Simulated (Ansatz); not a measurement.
Mulliken charges of C$_{2}$H$_{5}$AlO$_{2}$, SMILES `C=C[O][AlH][OH]` from ωB97M-V/def2-TZVPP in Ansatz (PBE0-D4/def2-TZVP geometry).

```csv
atom,x (Å),y (Å),z (Å),charge (e)
C1,-1.101,-1.591,0.358,-0.234
C2,0.188,-1.274,0.359,0.061
O3,0.724,-0.145,-0.130,-0.340
Al4,0.317,1.506,-0.105,0.580
O5,1.208,2.542,-1.092,-0.402
H6,-1.422,-2.538,0.769,0.093
H7,-1.857,-0.929,-0.052,0.077
H8,0.931,-1.961,0.762,0.096
H9,-0.816,2.082,0.808,-0.100
H10,1.910,2.256,-1.674,0.169
```

Q: By hand: the dipole of these point charges (1 e Å = 4.8032 D).

A: Σ q r = (-0.060, -0.127, 0.137) e Å, of length 0.196 e Å = 0.94 D.

Q: How does the dipole of the full density compare? (An estimate is asked.)

A: Ansatz gave: (0.135, -0.111, -0.042) e Å, 0.86 D; the point charges give 1.09 times that, at 90° from its direction.

Point charges leave out the atoms' own dipoles, such as those of lone pairs, and Mulliken's split depends on the basis, so the two needn't agree.
